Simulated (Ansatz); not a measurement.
## Pulling the pair apart

The pair of Cu⁺ (SMILES [Cu+], atom 1) and Cl₂ (SMILES ClCl, atoms 2–3), both closed shells, in one local arrangement (a lower one may exist), relaxed at PBE0-D4/def2-TZVP:

```
atom    x (Å)    y (Å)    z (Å)
 Cu1   0.1028  -0.8362  -1.5548
 Cl2   0.0027  -0.0218   1.6698
 Cl3  -0.1055   0.8580  -0.1151
```

Cl₂ is shifted rigidly along the line between the mean atom positions of the two fragments (negative: closer). Counterpoise interaction energies in kcal/mol. Computed with Ansatz 0.2.0 (basis: def2-TZVPPD); correlated methods freeze the cores. The 3s and 3p shells of Cu and Zn are frozen; filled d shells are correlated.

```json
{"shift (Å)": "-0.22", "wB97M-V": "-19.68", "PBE-D4": "-30.90", "r2SCAN-D4": "-30.87"}
{"shift (Å)": "-0.11", "wB97M-V": "-23.38", "PBE-D4": "-33.24", "r2SCAN-D4": "-32.89"}
{"shift (Å)": "0.00", "wB97M-V": "-24.57", "PBE-D4": "-33.30", "r2SCAN-D4": "-32.67"}
{"shift (Å)": "0.11", "wB97M-V": "-24.23", "PBE-D4": "-32.03", "r2SCAN-D4": "-31.17"}
{"shift (Å)": "0.27", "wB97M-V": "-22.33", "PBE-D4": "-29.21", "r2SCAN-D4": "-28.02"}
{"shift (Å)": "0.56", "wB97M-V": "-17.31", "PBE-D4": "-23.36", "r2SCAN-D4": "-21.54"}
{"shift (Å)": "1.12", "wB97M-V": "-8.96", "PBE-D4": "-13.96", "r2SCAN-D4": "-11.75"}
{"shift (Å)": "2.23", "wB97M-V": "-2.28", "PBE-D4": "-6.03", "r2SCAN-D4": "-3.66"}
```

(1) What does CCSD(T) give at these shifts? (Judge from chemistry; the value comes from the calculation.)

No T1 diagnostic of these runs exceeds 0.020.

Results:

(1) The calculation gives: -13.35, -17.68, -19.46, -19.66, -18.42, -14.33, -7.38, -2.03 kcal/mol. For zero shift, CCSD(T) at an estimated basis limit (MP2 extrapolated from triple and quadruple zeta, plus CCSD(T) − MP2 in triple zeta) gives -23.86 kcal/mol. These are counterpoise interaction energies, counted from the two frozen fragments.

For scale, one of the runs: CCSD(T)/def2-TZVPPD, 169 basis functions, launched by `ansatz run in.yaml --threads 2 --pin off --events-out ev --progress --plain --max-ram 5222MiB`. The run took 18 s on 2 CPU threads of an Arm Neoverse V1 (shared host), with 0.89 GiB of host memory at its peak.
